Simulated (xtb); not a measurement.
C2H4Cl, doublet, from a rough starting geometry; xtb with GFN2-xTB.

Input for xtb:
```
$ xtb mol.xyz --gfn 2 --uhf 1 --opt vtight --json

# file mol.xyz
7

C     -0.57479099     0.27646889     0.02656409
C      0.90812180     0.13453210     0.04647604
Cl    -1.33494610    -1.29217738     0.03342053
H     -0.91914505     0.86418529     0.87469833
H     -0.92285808     0.85432085    -0.91960343
H      1.33392105    -0.40423443     0.88443597
H      1.28454779    -0.41462049    -0.95744775
```

Predict the main parts of the log of this xtb run.


```
   ID    Z sym.   atoms
    1    6 C      1, 2
    2   17 Cl     3
    3    1 H      4-7

           -------------------------------------------------
          |                Calculation Setup                |
           -------------------------------------------------

           -------------------------------------------------
          |                 G F N 2 - x T B                 |
           -------------------------------------------------

          ...................................................
          :                      SETUP                      :
          :.................................................:
          :  # basis functions                  22          :
          :  # atomic orbitals                  21          :
          :  # shells                           11          :
          :  # electrons                        19          :
          :  max. iterations                   250          :
          :  Hamiltonian                  GFN2-xTB          :
          :  restarted?                      false          :
          :  GBSA solvation                  false          :
          :  PC potential                    false          :
          :  electronic temp.          300.0000000     K    :
          :  accuracy                    1.0000000          :
          :  -> integral cutoff          0.2500000E+02      :
          :  -> integral neglect         0.1000000E-07      :
          :  -> SCF convergence          0.1000000E-05 Eh   :
          :  -> wf. convergence          0.1000000E-03 e    :
          :  Broyden damping             0.4000000          :
          :  net charge                          0          :
          :  unpaired electrons                  1          :
          ...................................................

 iter      E             dE          RMSdq      gap      omega  full diag
   1    -10.8053476 -0.108053E+02  0.472E+00    5.74       0.0  T
   2    -10.8330094 -0.276618E-01  0.276E+00    6.00       1.0  T
   3    -10.8338257 -0.816335E-03  0.124E+00    5.93       1.0  T
   4    -10.8342392 -0.413524E-03  0.214E-01    5.83       1.0  T
   5    -10.8342708 -0.315682E-04  0.128E-01    5.87       1.0  T
   6    -10.8342932 -0.223932E-04  0.788E-02    5.85       1.0  T
   7    -10.8343121 -0.188448E-04  0.443E-02    5.84       1.0  T
   8    -10.8343160 -0.393285E-05  0.252E-02    5.81       1.5  T
   9    -10.8343193 -0.335919E-05  0.330E-03    5.82      11.5  T
  10    -10.8343194 -0.160939E-07  0.125E-03    5.82      30.3  T
  11    -10.8343194 -0.280934E-08  0.711E-04    5.82      53.1  T
  12    -10.8343194 -0.123008E-08  0.291E-04    5.82     129.8  T

   *** convergence criteria satisfied after 12 iterations ***

         :::::::::::::::::::::::::::::::::::::::::::::::::::::
         ::                     SUMMARY                     ::
         :::::::::::::::::::::::::::::::::::::::::::::::::::::
         :: total energy             -10.760443136585 Eh    ::
         :: gradient norm              0.111088136865 Eh/a0 ::
         :: HOMO-LUMO gap              5.820185435083 eV    ::
         ::.................................................::
         :: SCC energy               -10.834318956123 Eh    ::
         :: -> isotropic ES            0.004212864326 Eh    ::
         :: -> anisotropic ES          0.001128176028 Eh    ::
         :: -> anisotropic XC          0.006436254356 Eh    ::
         :: -> dispersion             -0.002828436462 Eh    ::
         :: repulsion energy           0.073875819538 Eh    ::
         :: add. restraining           0.000000000000 Eh    ::
         :: total charge               0.000000000000 e     ::
         :::::::::::::::::::::::::::::::::::::::::::::::::::::

      -----------------------------------------------------------
     |                   =====================                   |
     |                        A N C O P T                        |
     |                   =====================                   |
     |               Approximate Normal Coordinate               |
     |                Rational Function Optimizer                |
      -----------------------------------------------------------
      -----------------------------------------------------------
     |                   =====================                   |
     |                        A N C O P T                        |
     |                   =====================                   |
     |               Approximate Normal Coordinate               |
     |                Rational Function Optimizer                |
      -----------------------------------------------------------

          ...................................................
          :                      SETUP                      :
          :.................................................:
          :   optimization level         verytight          :
          :   max. optcycles                   200          :
          :   ANC micro-cycles                  20          :
          :   degrees of freedom                15          :
          :.................................................:
          :   RF solver                   davidson          :
          :   write xtbopt.log                true          :
          :   linear?                        false          :
          :   energy convergence         0.1000000E-06 Eh   :
          :   grad. convergence          0.2000000E-03 Eh/α :
          :   maxmium RF displ.          1.0000000          :
          :   Hlow (freq-cutoff)         0.1000000E-01      :
          :   Hmax (freq-cutoff)         5.0000000          :
          :   S6 in model hess.         20.0000000          :
          ...................................................

generating ANC from exact Hessian ...
Using Lindh-Hessian (1995)
 Shifting diagonal of input Hessian by    0.0000000000000000
 Lowest  eigenvalues of input Hessian
[...]
 * total energy  :   -10.7804664 Eh     change       -0.3706920E-02 Eh
 * total energy  :   -10.7812682 Eh     change       -0.8017543E-03 Eh
 * total energy  :   -10.7817174 Eh     change       -0.4491909E-03 Eh
 * total energy  :   -10.7817649 Eh     change       -0.4753932E-04 Eh
 * total energy  :   -10.7818018 Eh     change       -0.3692130E-04 Eh
 * total energy  :   -10.7818286 Eh     change       -0.2678965E-04 Eh
 * total energy  :   -10.7818517 Eh     change       -0.2312609E-04 Eh
 * total energy  :   -10.7818562 Eh     change       -0.4476855E-05 Eh
 * total energy  :   -10.7818571 Eh     change       -0.8768836E-06 Eh
 * total energy  :   -10.7818576 Eh     change       -0.5063792E-06 Eh
 * total energy  :   -10.7818582 Eh     change       -0.6232172E-06 Eh
 * total energy  :   -10.7818584 Eh     change       -0.1776550E-06 Eh
 * total energy  :   -10.7818584 Eh     change       -0.8681537E-08 Eh
   *** GEOMETRY OPTIMIZATION CONVERGED AFTER 16 ITERATIONS ***
[...]
          :  net charge                          0          :
          :  unpaired electrons                  1          :
          ...................................................

 iter      E             dE          RMSdq      gap      omega  full diag
   1    -10.8823678 -0.108824E+02  0.135E-04    4.75       0.0  T
   2    -10.8823678 -0.176517E-10  0.115E-04    4.75     327.5  T
   3    -10.8823678 -0.468710E-10  0.482E-05    4.75     783.6  T

   *** convergence criteria satisfied after 3 iterations ***

         :::::::::::::::::::::::::::::::::::::::::::::::::::::
         ::                     SUMMARY                     ::
         :::::::::::::::::::::::::::::::::::::::::::::::::::::
         :: total energy             -10.781858403168 Eh    ::
         :: gradient norm              0.000020450359 Eh/a0 ::
         :: HOMO-LUMO gap              4.746428426995 eV    ::
         ::.................................................::
         :: SCC energy               -10.882367330096 Eh    ::
         :: -> isotropic ES            0.006804598209 Eh    ::
         :: -> anisotropic ES         -0.000811381917 Eh    ::
         :: -> anisotropic XC          0.007499668060 Eh    ::
         :: -> dispersion             -0.002733173349 Eh    ::
         :: repulsion energy           0.100508926928 Eh    ::
         :: add. restraining           0.000000000000 Eh    ::
         :: total charge              -0.000000000000 e     ::
         :::::::::::::::::::::::::::::::::::::::::::::::::::::

           -------------------------------------------------
          |                Property Printout                |
           -------------------------------------------------

    * Orbital Energies and Occupations

         #    Occupation            Energy/Eh            Energy/eV
      -------------------------------------------------------------
         1        2.0000           -1.0487186             -28.5371
         2        2.0000           -0.6392991             -17.3962
         3        2.0000           -0.5836906             -15.8830
         4        2.0000           -0.5379230             -14.6376
         5        2.0000           -0.5076782             -13.8146
         6        2.0000           -0.5003925             -13.6164
         7        2.0000           -0.4701944             -12.7946
         8        2.0000           -0.4177530             -11.3676
         9        2.0000           -0.4142838             -11.2732
        10        1.0000           -0.3542191              -9.6388 (HOMO)
        11                         -0.1797911              -4.8924 (LUMO)
        12                          0.0256755               0.6987
        13                          0.0264001               0.7184
        14                          0.0294761               0.8021
        15                          0.0295374               0.8038
        16                          0.0766319               2.0853
        17                          0.1189236               3.2361
        18                          0.1458087               3.9677
        19                          0.1672590               4.5513
        20                          0.3113768               8.4730
        21                          0.3536278               9.6227
      -------------------------------------------------------------
                  HL-Gap            0.1744280 Eh            4.7464 eV
             Fermi-level           -0.3256506 Eh           -8.8614 eV

     #   Z          covCN         q      C6AA      α(0)
     1   6 C        3.697     0.020    20.399     6.460
     2   6 C        2.863    -0.086    30.158     9.001
     3  17 Cl       0.898    -0.218   105.997    15.751
     4   1 H        0.925     0.078     2.001     2.212
     5   1 H        0.925     0.078     2.001     2.212
     6   1 H        0.926     0.064     2.153     2.295
     7   1 H        0.926     0.064     2.153     2.295

 Mol. C6AA /au·bohr⁶  :        678.407055
 Mol. C8AA /au·bohr⁸  :      19672.911841
 Mol. α(0) /au        :         40.225725

Wiberg/Mayer (AO) data.
largest (>0.10) Wiberg bond orders for each atom

 ---------------------------------------------------------------------------
     #   Z sym  total        # sym  WBO       # sym  WBO       # sym  WBO
 ---------------------------------------------------------------------------
     1   6 C    3.945 --     2 C    1.235     4 H    0.971     5 H    0.971
                             3 Cl   0.767
     2   6 C    3.390 --     1 C    1.235     6 H    0.981     7 H    0.981
                             3 Cl   0.181
     3  17 Cl   0.957 --     1 C    0.767     2 C    0.181
     4   1 H    0.994 --     1 C    0.971
     5   1 H    0.994 --     1 C    0.971
     6   1 H    0.996 --     2 C    0.981
     7   1 H    0.996 --     2 C    0.981
 ---------------------------------------------------------------------------

Topologies differ in total number of bonds
Writing topology from bond orders to xtbtopo.mol

molecular dipole:
                 x           y           z       tot (Debye)
 q only:        0.548       0.723      -0.016
   full:        0.467       0.609      -0.013       1.950
molecular quadrupole (traceless):
                xx          xy          yy          xz          yz          zz
 q only:       -0.753      -3.182      -0.944       0.066       0.067       1.697
  q+dip:       -0.926      -3.745      -1.881       0.089       0.100       2.807
   full:       -0.988      -2.823      -0.850       0.067       0.064       1.838

optimized geometry written to: xtbopt.xyz

           -------------------------------------------------
          | TOTAL ENERGY              -10.781858403168 Eh   |
          | GRADIENT NORM               0.000020450359 Eh/α |
          | HOMO-LUMO GAP               4.746428426995 eV   |
           -------------------------------------------------

normal termination of xtb
```
